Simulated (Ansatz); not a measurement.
HgCl2. Charge 0, multiplicity 3. Geometry B3LYP-D4/def2-TZVP, that of the neutral singlet; atoms count from 1.

```xyz
3

Hg   -0.001   -0.001    0.000
Cl   -1.078    1.236   -1.589
Cl    1.079   -1.235    1.589
```

In the def2 sets Hg takes a core potential; there is no spin–orbit coupling. At PBE0-D4/def2-TZVP a singlet of charge 0 lies 4.58 eV below the triplet at the same geometry.

Estimate the Mulliken populations from the PBE0/def2-TZVP orbitals of Ansatz.


```tsv
atom	charge (e)	spin (α − β)	d electrons
Hg1	0.37	0.67	9.82
Cl2	-0.18	0.66	–
Cl3	-0.18	0.66	–
```
Mulliken values and Mayer orders depend strongly on the basis.

Where does the spin sit?

Summed by element: Hg 0.67, Cl 1.33, of 2 unpaired in all. Largest on single atoms: Hg1 0.67, Cl2 0.66, Cl3 0.66.

And the Mayer bond orders between bonded heavy atoms (over 0.3)?

Hg1–Cl2 0.61 (2.28 Å); Hg1–Cl3 0.61 (2.28 Å). Values over 0.3 also appear between atoms too far apart for a bond (Cl2–Cl3 0.44 at 4.57 Å); they arise where an orbital or an unpaired electron spreads over both atoms.
